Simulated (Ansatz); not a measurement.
Diatomic SeS+, multiplicity 4 (an upper state: multiplicity 2 came lower at CCSD(T)/def2-TZVPP on PBE0 minima). No spin–orbit coupling. Se is treated without relativity.

Seven points along R, fitted to fifth degree in 1/R; most abundant isotopes. In def2 and cc sets the state is the lowest found near the PBE0 minimum, followed along R.

Correlated levels freeze the inner cores; with def2 sets outer-core shells near the valence are correlated too.

The values were computed with Ansatz (a quantum-chemistry and plane-wave program) with Gaussian orbitals. Values without a source in brackets are computed.

Energies at CCSD/def2-TZVPP:

| R (Å) | E (hartree) |
|---|---|
| 2.022548 | -2797.41790725 |
| 2.076917 | -2797.42423680 |
| 2.126937 | -2797.42732456 |
| 2.183482 | -2797.42828793 |
| 2.240026 | -2797.42711543 |
| 2.305269 | -2797.42373259 |
| 2.381387 | -2797.41783735 |

Q: With a reduced mass of 22.8361 u, find the minimum, the force constant and the constants.

A: A fifth-degree polynomial in 1/R puts the minimum at r_e = 2.1785 Å with force constant 296 N/m. Then ω_e = (1/2πc)√(k/μ) = 469 cm⁻¹ and B_e = h/(8π²cμr_e²) = 0.1556 cm⁻¹; the cubic and quartic terms give α_e = 0.00065 and ω_e x_e = 1.6 cm⁻¹.
